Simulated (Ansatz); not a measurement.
Cost and result for the atomization energy of `C=C1OC=C[SiH2]1` (12 atoms, 12 bonds).

```xyz
12

C    -1.7579   -0.0013   -1.2772
C    -0.7309   -0.0578   -0.4405
O    -0.8494   -0.8371    0.7047
C     0.2659   -0.8126    1.4774
C     1.3484   -0.1028    1.1435
Si    0.9819    0.7376   -0.4508
H    -1.6924    0.5973   -2.1757
H    -2.6777   -0.5443   -1.0888
H     0.1417   -1.4292    2.3612
H     2.2186   -0.1070    1.7830
H     1.8114    0.3330   -1.6171
H     0.9403    2.2241   -0.4198
```

The species carries charge 0 and has multiplicity 1. The structure was optimised at the PBE0-D4/def2-TZVP level. Program: Ansatz. All runs use 4 threads of an Intel Xeon Platinum 8488C on a shared host. Times are those of one run each, without the atoms' runs, and a repeat can differ threefold. Electronic energies, without spin–orbit coupling; frozen cores. CCSD(T)/CBS adds CCSD(T) − MP2 in def2-TZVPP to the MP2 limit, and its time is that of the two runs behind it. T1 = 0.014. B3LYP takes the VWN-RPA correlation (the form of Gaussian; ORCA's B3LYP/G).

CCSD(T)/CBS is a level of theory with its own doubt, some kJ/mol a heavy atom from the limit and from the frozen cores, so smaller differences don't rank the functionals.

```csv
level,functions,wall time,atomization (kJ/mol),difference from CCSD(T)/CBS,per bond
PBE-D4/def2-TZVPP (with forces),281,2.4 s,5157.4,162.3,13.5
PBE0-D4/def2-TZVPP,281,2.8 s,5048.0,52.9,4.4
r2SCAN-D4/def2-TZVPP (with forces),281,3.6 s,5034.3,39.2,3.3
B3LYP-D4/def2-TZVPP (with forces),281,4.2 s,5005.2,10.1,0.8
B2PLYP/def2-TZVPP,281,5.5 s,4953.4,-41.7,-3.5
ωB97X-V/def2-TZVPP,281,6 s,5015.7,20.6,1.7
ωB97M-V/def2-TZVPP (with forces),281,8.5 s,5020.1,25.0,2.1
MP2/def2-QZVPP,535,23 s,5051.4,56.3,4.7
CCSD(T)/def2-TZVPP,281,2.2 min,4865.6,-129.5,-10.8
CCSD(T)/CBS(def2),–,2.6 min,4995.1,0.0,0.0
```

The D4 term adds +47.1 kJ/mol with B3LYP and +24.6 kJ/mol with PBE0; it sums over pairs of atoms, weighted by their polarisabilities, and B3LYP, whose exchange is more repulsive, gets the larger term. From PBE to PBE0 (25 % exact exchange), in def2-TZVPP and without D4, the atomization energy moves by −104.8 kJ/mol: exact exchange takes away binding that semilocal exchange gives to molecules. In def2-TZVPP, CCSD(T) changes the Hartree–Fock value by +1247.7 kJ/mol (the triples alone add +92.5 kJ/mol) and MP2 by +1356.9 kJ/mol; breaking electron pairs costs correlation energy, which Hartree–Fock lacks.
